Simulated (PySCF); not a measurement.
Point-charge models of `C#C[C@H](C[SiH3])[Si](F)(P)P` against its computed dipole.

Coordinates (GFN2-xTB, Å) and charges (e) from the PBE0/pcSseg-1 density (PySCF):

```json
{"atom": "C1", "x": "0.817", "y": "-2.381", "z": "-1.611", "Mulliken": "-0.3785", "IAO": "-0.2603", "Hirshfeld": "-0.1125", "ESP-fitted": "-0.5723"}
{"atom": "C2", "x": "0.532", "y": "-1.223", "z": "-1.497", "Mulliken": "+0.2775", "IAO": "-0.0348", "Hirshfeld": "-0.0394", "ESP-fitted": "+0.1991"}
{"atom": "C3", "x": "0.160", "y": "0.159", "z": "-1.330", "Mulliken": "-0.5183", "IAO": "-0.3898", "Hirshfeld": "-0.0992", "ESP-fitted": "-0.5278"}
{"atom": "C4", "x": "1.281", "y": "0.973", "z": "-0.675", "Mulliken": "-0.4875", "IAO": "-0.5224", "Hirshfeld": "-0.1539", "ESP-fitted": "-0.0116"}
{"atom": "Si5", "x": "1.904", "y": "0.301", "z": "0.993", "Mulliken": "+0.4767", "IAO": "+0.5899", "Hirshfeld": "+0.3051", "ESP-fitted": "+0.2901"}
{"atom": "Si6", "x": "-1.514", "y": "0.292", "z": "-0.367", "Mulliken": "+0.8246", "IAO": "+0.9875", "Hirshfeld": "+0.3565", "ESP-fitted": "+0.6223"}
{"atom": "F7", "x": "-2.628", "y": "0.254", "z": "-1.563", "Mulliken": "-0.4185", "IAO": "-0.5371", "Hirshfeld": "-0.2108", "ESP-fitted": "-0.2714"}
{"atom": "P8", "x": "-2.059", "y": "-1.467", "z": "0.955", "Mulliken": "-0.1983", "IAO": "-0.1106", "Hirshfeld": "-0.0232", "ESP-fitted": "-0.4320"}
{"atom": "P9", "x": "-1.695", "y": "2.388", "z": "0.442", "Mulliken": "-0.2384", "IAO": "-0.1086", "Hirshfeld": "-0.0062", "ESP-fitted": "-0.3305"}
{"atom": "H10", "x": "1.090", "y": "-3.387", "z": "-1.733", "Mulliken": "+0.0406", "IAO": "+0.2020", "Hirshfeld": "+0.0921", "ESP-fitted": "+0.3405"}
{"atom": "H11", "x": "-0.042", "y": "0.570", "z": "-2.328", "Mulliken": "+0.1912", "IAO": "+0.1843", "Hirshfeld": "+0.0579", "ESP-fitted": "+0.2299"}
{"atom": "H12", "x": "0.922", "y": "1.999", "z": "-0.543", "Mulliken": "+0.1727", "IAO": "+0.1451", "Hirshfeld": "+0.0324", "ESP-fitted": "+0.0326"}
{"atom": "H13", "x": "2.124", "y": "1.030", "z": "-1.369", "Mulliken": "+0.1624", "IAO": "+0.1581", "Hirshfeld": "+0.0464", "ESP-fitted": "+0.0801"}
{"atom": "H14", "x": "2.557", "y": "-0.993", "z": "0.803", "Mulliken": "-0.0499", "IAO": "-0.1035", "Hirshfeld": "-0.0749", "ESP-fitted": "-0.0636"}
{"atom": "H15", "x": "0.768", "y": "0.142", "z": "1.913", "Mulliken": "-0.0869", "IAO": "-0.1306", "Hirshfeld": "-0.0791", "ESP-fitted": "-0.0710"}
{"atom": "H16", "x": "2.848", "y": "1.276", "z": "1.541", "Mulliken": "-0.0727", "IAO": "-0.1096", "Hirshfeld": "-0.0742", "ESP-fitted": "-0.0918"}
{"atom": "H17", "x": "-0.761", "y": "-1.934", "z": "1.050", "Mulliken": "+0.0718", "IAO": "+0.0086", "Hirshfeld": "-0.0081", "ESP-fitted": "+0.1616"}
{"atom": "H18", "x": "-2.334", "y": "-2.273", "z": "-0.138", "Mulliken": "+0.0830", "IAO": "+0.0177", "Hirshfeld": "-0.0015", "ESP-fitted": "+0.1713"}
{"atom": "H19", "x": "-2.938", "y": "2.167", "z": "1.006", "Mulliken": "+0.0843", "IAO": "+0.0139", "Hirshfeld": "-0.0007", "ESP-fitted": "+0.1381"}
{"atom": "H20", "x": "-1.038", "y": "2.117", "z": "1.629", "Mulliken": "+0.0641", "IAO": "+0.0003", "Hirshfeld": "-0.0070", "ESP-fitted": "+0.1065"}
```

Problem. What dipole does each set of charges give (1 e·Å = 4.803 D), and what does the density give?

Solution. The full density gives (1.73, -0.32, 0.65) D, 1.87 D in size; dipole vectors point from the negative to the positive end.

```
    scheme    μx     μy    μz  size (D)  share of the full size (%)  angle to the full dipole (°)
  Mulliken  1.34   2.04  4.06      4.74                         253                            61
       IAO  1.94   0.56  3.35      3.91                         209                            43
 Hirshfeld  0.53   0.56  1.11      1.35                          72                            55
ESP-fitted  1.71  -0.23  0.65      1.85                          99                             3
```

Problem. Which set comes closest?

Solution. Length of the difference vector: ESP-fitted 0.09 D, Hirshfeld 1.56 D, IAO 2.85 D, Mulliken 4.17 D. Closest: ESP-fitted. ESP charges are fitted to the potential around the molecule, whose slowest-falling term is the dipole's. 

Problem. What is left for the Hirshfeld atoms' own dipoles?

Solution. The shares of the density sum to the whole, so what Σ q r misses lies in dipoles about the nuclei. The atomic dipoles sum to (1.73, -0.32, 0.65) − (0.53, 0.56, 1.11) = (1.20, -0.88, -0.46) D, 1.56 D in size.

Problem. With the origin at the mean of the coordinates, (0.000, 0.001, -0.141) Å, which are the largest single terms, by size, of the ESP-fitted dipole along the direction of the full one?

Solution. Si6 -4.56, F7 +3.86, Si5 +2.92, P9 +2.81, P8 +2.64 D; all 20 atoms together +1.85 D. The single terms depend on the origin, their sum doesn't.

Problem. Give the size of the full dipole in other units.

Solution. 1.87 D = 0.737 au = 0.390 e·Å = 6.25 × 10⁻³⁰ C·m.

Isolated species at its GFN2-xTB geometry (one conformer only). GFN2-xTB frequencies show an imaginary mode (41i cm⁻¹), so this geometry is no minimum at that level.

Shape of the structure used: `[CH:1]#[C:2][C@H:3]([CH2:4][SiH3:5])[Si:6]([F:7])([PH2:8])[PH2:9]`: C2–C3–C4–Si5 -55°, C2–C3–Si6–F7 -89°, H–P8–Si6–C3 21°, H–P8–Si6–C3 -72°, H–P9–Si6–C3 178°, H–P9–Si6–C3 -89°.
